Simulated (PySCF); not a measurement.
Stepwise substitution at one centre (Ga Br-NH2). Isolated molecules, 0 K electronic values unless said otherwise. One relaxed conformer stands for each flexible species; it need not be the lowest. Strings in code marks are SMILES.

The four lowest singlet excitations (Tamm–Dancoff). Calculation: PBE-D3(BJ)/def2-TZVP // CAM-B3LYP-D3(BJ)/def2-TZVP run with PySCF. Excitations are Tamm–Dancoff values on a coarser integration grid. The basis has no diffuse functions, so Rydberg states are missing or too high.

| state | energy (eV) | wavelength (nm) | oscillator strength |
|---|---|---|---|
| S1 | 4.49 | 276 | 0.000 |
| S2 | 4.79 | 259 | 0.000 |
| S3 | 4.79 | 259 | 0.000 |
| S4 | 4.92 | 252 | 0.028 |

### Question
Name which member gives these states.
(A) `[NH2][Ga]([Br])[Br]`
(B) `[Br][Ga]([Br])[Br]`
(C) `[NH2][Ga]([NH2])[Br]`
(D) `[NH2][Ga]([NH2])[NH2]`

### Answer
B, `[Br][Ga]([Br])[Br]`
